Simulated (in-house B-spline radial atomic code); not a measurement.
# Ionising Cl⁵⁺ with different functionals

Computed with a B-spline radial code for spherical atoms: scalar-relativistic (spin-free X2C) Hamiltonian, Fermi nucleus of rms radius 3.3654 fm, spin-polarised at highest spin, spherical fractional occupations for the functionals, the average over the highest-spin determinants for Hartree-Fock. The ionisation energy is the difference of two self-consistent energies, [Ne] 3s2 → [Ne] 3s1, without Breit or QED terms; ε is the level of the shell that loses the electron (its least bound occupied spin orbital).

```json
{"method": "Hartree-Fock", "rung": "Hartree-Fock", "ΔSCF (eV)": "94.97", "-ε(3s) (eV)": "95.16"}
{"method": "HF fractional", "rung": "Hartree-Fock", "ΔSCF (eV)": "94.97", "-ε(3s) (eV)": "95.16"}
{"method": "LDA VWN5", "rung": "LDA", "ΔSCF (eV)": "96.97", "-ε(3s) (eV)": "89.54"}
{"method": "LDA PW92", "rung": "LDA", "ΔSCF (eV)": "96.96", "-ε(3s) (eV)": "89.53"}
{"method": "LDA exchange-only", "rung": "LDA", "ΔSCF (eV)": "95.02", "-ε(3s) (eV)": "87.95"}
{"method": "PBE", "rung": "GGA", "ΔSCF (eV)": "96.86", "-ε(3s) (eV)": "89.41"}
{"method": "PBEsol", "rung": "GGA", "ΔSCF (eV)": "96.57", "-ε(3s) (eV)": "89.32"}
{"method": "BLYP", "rung": "GGA", "ΔSCF (eV)": "?", "-ε(3s) (eV)": "?"}
{"method": "RPBE", "rung": "GGA", "ΔSCF (eV)": "96.77", "-ε(3s) (eV)": "89.30"}
{"method": "PW91", "rung": "GGA", "ΔSCF (eV)": "96.98", "-ε(3s) (eV)": "89.53"}
{"method": "BP86", "rung": "GGA", "ΔSCF (eV)": "96.88", "-ε(3s) (eV)": "89.58"}
{"method": "AM05", "rung": "GGA", "ΔSCF (eV)": "96.43", "-ε(3s) (eV)": "89.25"}
{"method": "OLYP", "rung": "GGA", "ΔSCF (eV)": "96.54", "-ε(3s) (eV)": "89.19"}
{"method": "TPSS", "rung": "meta-GGA", "ΔSCF (eV)": "96.52", "-ε(3s) (eV)": "89.49"}
{"method": "r2SCAN", "rung": "meta-GGA", "ΔSCF (eV)": "95.94", "-ε(3s) (eV)": "89.65"}
{"method": "revTPSS", "rung": "meta-GGA", "ΔSCF (eV)": "96.39", "-ε(3s) (eV)": "89.52"}
{"method": "PBE0", "rung": "global hybrid", "ΔSCF (eV)": "96.64", "-ε(3s) (eV)": "91.11"}
{"method": "B3LYP", "rung": "global hybrid", "ΔSCF (eV)": "96.99", "-ε(3s) (eV)": "90.95"}
{"method": "TPSSh", "rung": "global hybrid", "ΔSCF (eV)": "96.47", "-ε(3s) (eV)": "90.17"}
{"method": "BHandHLYP", "rung": "global hybrid", "ΔSCF (eV)": "?", "-ε(3s) (eV)": "?"}
{"method": "r2SCAN0", "rung": "global hybrid", "ΔSCF (eV)": "96.00", "-ε(3s) (eV)": "91.27"}
{"method": "B97-1", "rung": "global hybrid", "ΔSCF (eV)": "96.97", "-ε(3s) (eV)": "90.77"}
{"method": "HSE06", "rung": "range-separated hybrid", "ΔSCF (eV)": "96.66", "-ε(3s) (eV)": "90.75"}
{"method": "wB97X", "rung": "range-separated hybrid", "ΔSCF (eV)": "96.13", "-ε(3s) (eV)": "93.87"}
{"method": "CAM-B3LYP", "rung": "range-separated hybrid", "ΔSCF (eV)": "96.99", "-ε(3s) (eV)": "92.83"}
{"method": "LC-wPBE", "rung": "range-separated hybrid", "ΔSCF (eV)": "96.80", "-ε(3s) (eV)": "94.44"}
```

Question: What does BHandHLYP give?

Answer: ΔSCF 96.62 eV, and -ε(3s) = 92.79 eV.

Question: What does BLYP give?

Answer: ΔSCF 96.96 eV, and -ε(3s) = 89.42 eV.

Question: Among the functionals, which spreads more, the ΔSCF values or the orbital energies?

Answer: The orbital energies: ΔSCF values span about 1.97 eV and the orbital energies 6.49 eV.

Question: How do they compare with the NIST value?

Answer: NIST lists 96.94 eV ± 0.04 (semi-empirical, ground level to ground level). Errors run from -1.97 to +0.05 eV; BLYP is closest (+0.02 eV), though others lie within the uncertainty of it, and part of that can be cancellation, since the calculations leave out Breit-QED terms, the near-degeneracy of s² and p². Hartree-Fock also lacks correlation.
